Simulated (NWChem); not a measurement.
Species: SnH$_{3}$ cation; SMILES [SnH3+]

Results from NWChem. Medium grid unless said otherwise, to which SCAN and Minnesota functionals are sensitive. Coordinates come from a PBE-D3(BJ)/def2-SVP optimisation. def2 effective core potentials on Sn; no spin-orbit coupling. Hybrids' shares of exact exchange are those that their runs print; pure functionals count as 0. The functionals differ in more than this share.

| row | share of exact exchange | highest occupied level (eV) |
|---|---|---|
| PBE/def2-SVP | 0.00 | -14.80 |
| PW91/def2-SVP | 0.00 | -14.87 |
| B3LYP/def2-SVP | 0.20 | -15.83 |
| r2SCAN0/def2-SVP | 0.25 | withheld |
| BHandHLYP/def2-SVP | 0.50 | -17.15 |
| M06-2X/def2-SVP | 0.54 | -17.04 |

**Question.** Fit a straight line of the last column on the one before it, predict the withheld value, and compare with the run.

**Answer.** 
1. Means of the 5 shown rows: x = 0.248, y = -15.938. Slope Σ(x − x̄)(y − ȳ)/Σ(x − x̄)² = -1.179/0.2741 = -4.303; intercept -14.871.
2. The shown rows scatter about the line by 0.105 (root mean square); the largest residual is +0.15, at M06-2X/def2-SVP.
3. At x = 0.25 (r2SCAN0/def2-SVP; inside the shown range) the line gives -15.95.
4. The run gives -16.22, -0.27 from the line, 2.6 times the scatter.
